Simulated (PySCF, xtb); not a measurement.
GaH, SMILES [GaH] (connectivity only; charge and spin as stated), neutral, multiplicity 1.

Harmonic wavenumbers (cm⁻¹) from GFN2-xTB in xtb 6.7.1 at its own minimum, in rising order: 913.

**Question.** What does PBE-D3(BJ)/def2-TZVPD run with PySCF 2.14.0 give at its own minimum? (An estimate is asked for; the answer gives what the named calculation found.)

**Answer.** 1529. Paired by order, the mean absolute difference is 615 cm⁻¹ and the zero-point energies are 1.3 and 2.2 kcal/mol.
